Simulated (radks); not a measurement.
Spherical quantum dot in the effective-mass picture: electrons in a parabolic well V = omega^2 r^2 / 2 with omega = 2.7, all in effective atomic units (hartree* = m*/eps^2 hartree, bohr* = eps/m* bohr), one dielectric constant everywhere. Method: non-relativistic Kohn-Sham, PBEsol, spin-polarised, spherical densities; computed with a radial shooting solver with Libxc functionals. Levels are named by radial order and angular momentum (1s, 1p, 1d, 2s, ...), and open shells are averaged over m. At N = 30 the configuration is 1s2 1p6 1d10 2s2 1f(up 7, down 3). Does electron 31 go into 1f down or 2p up or 2p down?

Answer. Into 1f down. The total energies of the other choices lie higher by 0.273 hartree* (2p up), 0.322 hartree* (2p down).
